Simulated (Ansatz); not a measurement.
`CCN([SiH3])P` and `BN([SiH3])CC` differ in one atom or group.

Ansatz, PBE0-D4/def2-TZVP geometries, multiplicity 1. Each molecule was computed in one conformer, which needn't be the lowest.

| property | `CCN([SiH3])P` |
| --- | --- |
| size of the dipole moment (PBE/def2-TZVPP) / D | 1.58 |
| size of the dipole moment (B3LYP/def2-TZVPP) / D | 1.53 |
| HOMO–LUMO gap (ωB97M-V/def2-TZVPP) / eV | 11.18 |
| LUMO energy (B3LYP/def2-TZVPP) / eV | -0.11 |
| LUMO energy (ωB97M-V/def2-TZVPP) / eV | 1.83 |
| HOMO energy (PBE/def2-TZVPP) / eV | -5.83 |

**Question.** What does the change do to each property? (Estimate.)

**Answer.** The calculation gave: 
```tsv
property	`BN([SiH3])CC`	shift
size of the dipole moment (PBE/def2-TZVPP) / D	1.64	0.06
size of the dipole moment (B3LYP/def2-TZVPP) / D	1.54	0.01
HOMO–LUMO gap (ωB97M-V/def2-TZVPP) / eV	11.85	0.67
LUMO energy (B3LYP/def2-TZVPP) / eV	-0.40	-0.29
LUMO energy (ωB97M-V/def2-TZVPP) / eV	1.62	-0.21
HOMO energy (PBE/def2-TZVPP) / eV	-6.73	-0.90
```

With PBE0 the HOMO falls by 0.85 eV and the LUMO falls by 0.24 eV, so the gap widens by about 0.61 eV. PBE moves the HOMO by -0.90 eV and ωB97M-V by -0.89 eV. Dipoles are sizes alone; their direction can turn.

B3LYP here is the variant with VWN-RPA as its local correlation; programs differ in this.
